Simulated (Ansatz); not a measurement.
Ansatz (a program for electronic structure) job for CH7ClN2Si, SMILES [Si@H](N)(Cl)CN, B3LYP-D3(BJ)/def2-SVP. 

Ansatz 0.2 input:
```yaml
crystal:
  periodic: [false, false, false]
  atoms:
    - {symbol: N, position_ang: [-2.28478816, -1.27091754, 0.60990178]}
    - {symbol: C, position_ang: [-1.55293127, -0.31510180, -0.22269267]}
    - {symbol: Si, position_ang: [0.20204750, 0.13065222, 0.39551159]}
    - {symbol: N, position_ang: [1.14027627, -1.31074288, 0.36246913]}
    - {symbol: Cl, position_ang: [1.13168971, 1.40992057, -0.85948601]}
    - {symbol: H, position_ang: [-2.36017829, -0.91991204, 1.55877104]}
    - {symbol: H, position_ang: [-1.78041062, -2.14984555, 0.64999359]}
    - {symbol: H, position_ang: [-2.17336329, 0.58207914, -0.29050050]}
    - {symbol: H, position_ang: [-1.51278311, -0.73872336, -1.22937969]}
    - {symbol: H, position_ang: [0.11189981, 0.78781232, 1.70648707]}
    - {symbol: H, position_ang: [2.14588844, -1.25391693, 0.37345747]}
    - {symbol: H, position_ang: [0.83072787, -2.14304080, 0.83483064]}
basis:
  gaussian:
    orbitals: def2-SVP
hamiltonian:
  xc: b3lyp
  dispersion: d3bj
relax: {f_tol: 0.002, max_steps: 200}
```

Log of the run:

```
WARN ansatz: RAYON_NUM_THREADS=1 ignored (pool sized by the plan → 1); use --threads N
Functional definition: B3LYP
integrals: 0.07 GiB planned
1211 factors; integrals over basis functions are off by at most 4.7e-4 eV
mean field: 0.52 GiB planned
mean field evaluation 1: about -24513.2419 eV, gradient 7.4e1 eV
mean field evaluation 2: about -24497.7647 eV, gradient 1.1e2 eV
mean field evaluation 4: about -24524.6542 eV, gradient 4.5e0 eV
mean field evaluation 8: about -24524.7136 eV, gradient 9.2e-2 eV
mean field evaluation 16: about -24524.7137 eV, gradient 2.8e-6 eV
mean field -24524.71366424 eV, -901.2666037130 hartree, gradient 2.8e-6 eV, S^2 0.000000; 0 other end points of the search recorded, 0 dependent functions left out
the calculation of the forces begins
reference -24524.71392810 eV, -901.2666134097 hartree; 29, 29 occupied and 84, 84 virtual orbitals, 1211 factors
relax step   1: F+E_penalty+E_count = -24525.22342979 eV  Δ(F+E_penalty+E_count) = +0.000e0 eV  max|allowed force component| = 1.065e0 eV/Å  Δτ_max = 0.0000 Å  (27 SCF iters, accepted)
these checks for a lower state are left out or cut short: starts, cluster_reference, orbital_swaps, neighbouring_geometries, increment
integrals: 0.07 GiB planned
1211 factors; integrals over basis functions are off by at most 4.8e-4 eV
mean field: 0.52 GiB planned
[...]
mean field: 0.52 GiB planned
mean field -24524.88066141 eV, -901.2727407456 hartree, gradient 1.8e-5 eV, S^2 0.000000; 0 other end points of the search recorded, 0 dependent functions left out
the calculation of the forces begins
reference -24524.88092419 eV, -901.2727504025 hartree; 29, 29 occupied and 84, 84 virtual orbitals, 1211 factors
relax step  12: F+E_penalty+E_count = -24525.38537044 eV  Δ(F+E_penalty+E_count) = -5.117e-2 eV  max|allowed force component| = 7.661e-1 eV/Å  Δτ_max = 0.1999 Å  (29 SCF iters, accepted)
these checks for a lower state are left out or cut short: starts, cluster_reference, orbital_swaps, neighbouring_geometries, increment
integrals: 0.07 GiB planned
1211 factors; integrals over basis functions are off by at most 6.9e-4 eV
mean field: 0.52 GiB planned
mean field -24524.90654564 eV, -901.2736919737 hartree, gradient 6.5e-6 eV, S^2 0.000000; 0 other end points of the search recorded, 0 dependent functions left out
the calculation of the forces begins
reference -24524.90680585 eV, -901.2737015361 hartree; 29, 29 occupied and 84, 84 virtual orbitals, 1211 factors
relax step  13: F+E_penalty+E_count = -24525.41262191 eV  Δ(F+E_penalty+E_count) = -2.725e-2 eV  max|allowed force component| = 4.085e-1 eV/Å  Δτ_max = 0.2000 Å  (29 SCF iters, accepted)
these checks for a lower state are left out or cut short: starts, cluster_reference, orbital_swaps, neighbouring_geometries, increment
integrals: 0.07 GiB planned
1211 factors; integrals over basis functions are off by at most 8.6e-4 eV
mean field: 0.52 GiB planned
mean field -24524.91732998 eV, -901.2740882908 hartree, gradient 2.4e-5 eV, S^2 0.000000; 0 other end points of the search recorded, 0 dependent functions left out
the calculation of the forces begins
reference -24524.91759152 eV, -901.2740979023 hartree; 29, 29 occupied and 84, 84 virtual orbitals, 1211 factors
relax step  14: F+E_penalty+E_count = -24525.42361488 eV  Δ(F+E_penalty+E_count) = -1.099e-2 eV  max|allowed force component| = 1.393e0 eV/Å  Δτ_max = 0.1919 Å  (28 SCF iters, accepted)
these checks for a lower state are left out or cut short: starts, cluster_reference, orbital_swaps, neighbouring_geometries, increment
integrals: 0.07 GiB planned
1211 factors; integrals over basis functions are off by at most 6.2e-4 eV
mean field: 0.52 GiB planned
mean field evaluation 96: about -24524.9149 eV, gradient 2.0e-1 eV
mean field -24524.93456329 eV, -901.2747216031 hartree, gradient 1.4e-5 eV, S^2 0.000000; 0 other end points of the search recorded, 0 dependent functions left out
the calculation of the forces begins
reference -24524.93482599 eV, -901.2747312571 hartree; 29, 29 occupied and 84, 84 virtual orbitals, 1211 factors
relax step  15: F+E_penalty+E_count = -24525.43840752 eV  Δ(F+E_penalty+E_count) = -1.479e-2 eV  max|allowed force component| = 6.869e-1 eV/Å  Δτ_max = 0.1999 Å  (28 SCF iters, accepted)
these checks for a lower state are left out or cut short: starts, cluster_reference, orbital_swaps, neighbouring_geometries, increment
integrals: 0.07 GiB planned
1211 factors; integrals over basis functions are off by at most 6.1e-4 eV
mean field: 0.52 GiB planned
mean field -24524.97170797 eV, -901.2760866449 hartree, gradient 9.9e-6 eV, S^2 0.000000; 0 other end points of the search recorded, 0 dependent functions left out
the calculation of the forces begins
reference -24524.97196901 eV, -901.2760962379 hartree; 29, 29 occupied and 84, 84 virtual orbitals, 1211 factors
relax step  16: F+E_penalty+E_count = -24525.47776639 eV  Δ(F+E_penalty+E_count) = -3.936e-2 eV  max|allowed force component| = 2.031e-1 eV/Å  Δτ_max = 0.0966 Å  (29 SCF iters, accepted)
these checks for a lower state are left out or cut short: starts, cluster_reference, orbital_swaps, neighbouring_geometries, increment
integrals: 0.07 GiB planned
1211 factors; integrals over basis functions are off by at most 6.1e-4 eV
mean field: 0.52 GiB planned
mean field -24524.97441997 eV, -901.2761863094 hartree, gradient 6.4e-5 eV, S^2 0.000000; 0 other end points of the search recorded, 0 dependent functions left out
the calculation of the forces begins
reference -24524.97468073 eV, -901.2761958921 hartree; 29, 29 occupied and 84, 84 virtual orbitals, 1211 factors
relax step  17: F+E_penalty+E_count = -24525.48077708 eV  Δ(F+E_penalty+E_count) = -3.011e-3 eV  max|allowed force component| = 9.935e-2 eV/Å  Δτ_max = 0.0308 Å  (25 SCF iters, accepted)
these checks for a lower state are left out or cut short: starts, cluster_reference, orbital_swaps, neighbouring_geometries, increment
integrals: 0.07 GiB planned
1211 factors; integrals over basis functions are off by at most 6.2e-4 eV
mean field: 0.52 GiB planned
mean field -24524.97553472 eV, -901.2762272755 hartree, gradient 2.0e-5 eV, S^2 0.000000; 0 other end points of the search recorded, 0 dependent functions left out
the calculation of the forces begins
reference -24524.97579551 eV, -901.2762368595 hartree; 29, 29 occupied and 84, 84 virtual orbitals, 1211 factors
relax step  18: F+E_penalty+E_count = -24525.48183990 eV  Δ(F+E_penalty+E_count) = -1.063e-3 eV  max|allowed force component| = 2.940e-2 eV/Å  Δτ_max = 0.0094 Å  (23 SCF iters, accepted)
these checks for a lower state are left out or cut short: starts, cluster_reference, orbital_swaps, neighbouring_geometries, increment
integrals: 0.07 GiB planned
1211 factors; integrals over basis functions are off by at most 6.2e-4 eV
mean field: 0.52 GiB planned
mean field -24524.97603517 eV, -901.2762456669 hartree, gradient 2.4e-5 eV, S^2 0.000000; 0 other end points of the search recorded, 0 dependent functions left out
the calculation of the forces begins
reference -24524.97629597 eV, -901.2762552510 hartree; 29, 29 occupied and 84, 84 virtual orbitals, 1211 factors
relax step  19: F+E_penalty+E_count = -24525.48231143 eV  Δ(F+E_penalty+E_count) = -4.715e-4 eV  max|allowed force component| = 1.328e-2 eV/Å  Δτ_max = 0.0129 Å  (23 SCF iters, accepted)
these checks for a lower state are left out or cut short: starts, cluster_reference, orbital_swaps, neighbouring_geometries, increment
integrals: 0.07 GiB planned
1211 factors; integrals over basis functions are off by at most 6.2e-4 eV
mean field: 0.52 GiB planned
mean field evaluation 128: about -24524.9762 eV, gradient 9.5e-4 eV
mean field -24524.97616115 eV, -901.2762502963 hartree, gradient 2.2e-5 eV, S^2 0.000000; 0 other end points of the search recorded, 0 dependent functions left out
the calculation of the forces begins
reference -24524.97642207 eV, -901.2762598849 hartree; 29, 29 occupied and 84, 84 virtual orbitals, 1211 factors
relax step  20: F+E_penalty+E_count = -24525.48243607 eV  Δ(F+E_penalty+E_count) = -1.246e-4 eV  max|allowed force component| = 8.600e-3 eV/Å  Δτ_max = 0.0150 Å  (23 SCF iters, accepted)
these checks for a lower state are left out or cut short: starts, cluster_reference, orbital_swaps, neighbouring_geometries, increment
integrals: 0.07 GiB planned
1211 factors; integrals over basis functions are off by at most 6.2e-4 eV
mean field: 0.52 GiB planned
mean field -24524.97629098 eV, -901.2762550676 hartree, gradient 1.5e-5 eV, S^2 0.000000; 0 other end points of the search recorded, 0 dependent functions left out
the calculation of the forces begins
reference -24524.97655193 eV, -901.2762646574 hartree; 29, 29 occupied and 84, 84 virtual orbitals, 1211 factors
relax step  21: F+E_penalty+E_count = -24525.48240461 eV  Δ(F+E_penalty+E_count) = +3.146e-5 eV  max|allowed force component| = 2.095e-2 eV/Å  Δτ_max = 0.0056 Å  (23 SCF iters, rejected (line search))
these checks for a lower state are left out or cut short: starts, cluster_reference, orbital_swaps, neighbouring_geometries, increment
integrals: 0.07 GiB planned
1211 factors; integrals over basis functions are off by at most 6.2e-4 eV
mean field: 0.52 GiB planned
mean field -24524.97623056 eV, -901.2762528471 hartree, gradient 5.5e-5 eV, S^2 0.000000; 0 other end points of the search recorded, 0 dependent functions left out
the calculation of the forces begins
reference -24524.97649148 eV, -901.2762624358 hartree; 29, 29 occupied and 84, 84 virtual orbitals, 1211 factors
relax step  22: F+E_penalty+E_count = -24525.48245031 eV  Δ(F+E_penalty+E_count) = -1.425e-5 eV  max|allowed force component| = 2.084e-3 eV/Å  Δτ_max = 0.0028 Å  (19 SCF iters, accepted)
these checks for a lower state are left out or cut short: starts, cluster_reference, orbital_swaps, neighbouring_geometries, increment
integrals: 0.07 GiB planned
1211 factors; integrals over basis functions are off by at most 6.2e-4 eV
mean field: 0.52 GiB planned
mean field -24524.97622257 eV, -901.2762525536 hartree, gradient 2.7e-5 eV, S^2 0.000000; 0 other end points of the search recorded, 0 dependent functions left out
the calculation of the forces begins
reference -24524.97648350 eV, -901.2762621423 hartree; 29, 29 occupied and 84, 84 virtual orbitals, 1211 factors
relax step  23: F+E_penalty+E_count = -24525.48245152 eV  Δ(F+E_penalty+E_count) = -1.203e-6 eV  max|allowed force component| = 9.498e-4 eV/Å  Δτ_max = 0.0016 Å  (19 SCF iters, accepted)
integrals: 0.07 GiB planned
1211 factors; integrals over basis functions are off by at most 6.2e-4 eV
mean field: 0.52 GiB planned
mean field evaluation 160: about -24524.9762 eV, gradient 4.0e-4 eV
mean field -24524.97622257 eV, -901.2762525536 hartree, gradient 2.7e-5 eV, S^2 0.000000; 1 other end points of the search recorded, 0 dependent functions left out
the calculation of the forces begins
reference -24524.97648350 eV, -901.2762621423 hartree; 29, 29 occupied and 84, 84 virtual orbitals, 1211 factors
Total energy: -24525.48271244 eV, -901.2948657130 hartree
Atom 0 at    -2.275178    -1.247937     0.718768 Å, force     0.000361    -0.000601    -0.000652 eV/Å
Atom 1 at    -1.569530    -0.351488    -0.207173 Å, force    -0.000012    -0.000950    -0.000025 eV/Å
Atom 2 at     0.175409     0.083394     0.359999 Å, force    -0.000018     0.000192    -0.000005 eV/Å
Atom 3 at     1.063619    -1.387515     0.535330 Å, force     0.000340     0.000071     0.000437 eV/Å
Atom 4 at     1.013666     1.430699    -1.025445 Å, force    -0.000275    -0.000031     0.000098 eV/Å
Atom 5 at    -2.437969    -0.777831     1.610105 Å, force     0.000023     0.000646     0.000608 eV/Å
Atom 6 at    -1.684770    -2.052330     0.936097 Å, force    -0.000116     0.000199    -0.000058 eV/Å
Atom 7 at    -2.159679     0.568410    -0.356432 Å, force    -0.000021     0.000193    -0.000144 eV/Å
Atom 8 at    -1.517336    -0.819696    -1.207449 Å, force    -0.000120     0.000326    -0.000101 eV/Å
Atom 9 at     0.198595     0.748568     1.689086 Å, force     0.000229     0.000380     0.000379 eV/Å
Atom 10 at     1.901306    -1.395850     1.110817 Å, force    -0.000427     0.000009     0.000141 eV/Å
Atom 11 at     1.189942    -1.990161    -0.274340 Å, force     0.000035    -0.000433    -0.000677 eV/Å
Dipole moment:     0.206719    -0.324705     0.234563 e Å
```

The run converged.
